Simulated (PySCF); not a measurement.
Excitations are Tamm–Dancoff values on a coarser integration grid. The basis has no diffuse functions, so Rydberg states are missing or too high.

Cartesian coordinates (Å):
SMILES: [SnH2]([OH])[OH]
```xyz
7

O      1.4360    -1.0550    -0.2574
Sn    -0.4216    -0.3642    -0.0950
O     -0.3817     1.5951    -0.4601
H      2.0472    -0.5727     0.3249
H     -1.2431    -1.1107    -1.3906
H     -1.0092    -0.5970     1.5117
H     -0.4276     2.1045     0.3664
```
Charge 0, multiplicity 1.

### Question
Estimate the T1 excitation (TDA), total energy and HOMO that PySCF with PBE-D3(BJ)/def2-TZVP returns for this input.

### Answer

The T1 excitation (TDA) is 4.96 eV and the total energy is -367.0763 Ha. The HOMO comes out as -6.78 eV.
